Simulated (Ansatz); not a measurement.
`CN(C)c1ccc(F)c(C#N)c1N(C)C`, relaxed as a singlet with RKS r2SCAN-D4/def2-SVP in Ansatz, starting from the GFN2-xTB geometry. Force threshold 0.03 eV/Å.

Start:

```csv
atom,x (Å),y (Å),z (Å)
C1,-1.8453,-1.4121,0.5190
N2,-0.4067,-1.5305,0.6639
C3,-0.0070,-2.8796,0.9940
C4,0.3625,-0.8265,-0.2763
C5,1.2158,-1.4864,-1.1507
C6,1.9600,-0.8128,-2.1074
C7,1.8514,0.5531,-2.1773
F8,2.5571,1.2239,-3.1106
C9,1.0450,1.2753,-1.2877
C10,1.1399,2.6813,-1.3706
N11,1.3067,3.8126,-1.4695
C12,0.2851,0.5953,-0.3146
N13,-0.5607,1.2568,0.5576
C14,-1.1235,2.5428,0.2242
C15,-0.3801,1.0663,1.9802
H16,-2.1117,-0.3871,0.2813
H17,-2.2243,-2.0692,-0.2757
H18,-2.3207,-1.6947,1.4586
H19,1.0657,-2.9139,1.1763
H20,-0.2682,-3.6141,0.2196
H21,-0.5219,-3.1654,1.9124
H22,1.2787,-2.5618,-1.1217
H23,2.5992,-1.3392,-2.7966
H24,-2.0744,2.6384,0.7551
H25,-1.3211,2.6003,-0.8443
H26,-0.4856,3.3845,0.5136
H27,-0.0195,0.0621,2.1793
H28,0.3390,1.7911,2.3812
H29,-1.3354,1.2098,2.4866
```

(1) Estimate the energy that the relaxation releases and the steps that it takes.

(2) Does the start keep its bonding?

(3) Predict the relaxed structure.

Results:

(1) 0.13 eV, in 7 steps; 60 s on 4 threads of Arm Neoverse V2 on a shared host. No frequencies were taken in this run, so the end may be a saddle point.

(2) By distances, no bond broke or formed. The bond that changes most is C10–N11, from 1.15 to 1.17 Å (atoms count from 1).

(3) 
Cartesian coordinates in Å:
```
C -1.846 -1.395 0.579
N -0.401 -1.546 0.672
C -0.005 -2.904 0.963
C 0.368 -0.831 -0.269
C 1.207 -1.503 -1.171
C 1.962 -0.841 -2.145
C 1.878 0.536 -2.210
F 2.593 1.208 -3.117
C 1.092 1.273 -1.301
C 1.239 2.690 -1.321
N 1.398 3.845 -1.338
C 0.308 0.605 -0.314
N -0.501 1.312 0.565
C -1.191 2.528 0.182
C -0.359 1.124 1.997
H -2.107 -0.343 0.410
H -2.271 -2.000 -0.250
H -2.313 -1.726 1.521
H 1.078 -2.955 1.154
H -0.251 -3.626 0.153
H -0.531 -3.240 1.870
H 1.239 -2.594 -1.149
H 2.588 -1.382 -2.856
H -2.175 2.543 0.685
H -1.361 2.543 -0.903
H -0.652 3.453 0.458
H 0.049 0.127 2.207
H 0.308 1.892 2.436
H -1.344 1.206 2.489
```
Bond lengths: 7 × C–C 1.38 to 1.44 Å; 7 × C–N 1.17 to 1.46 Å; 1 × C–F 1.34 Å; 14 × C–H 1.09 to 1.11 Å.
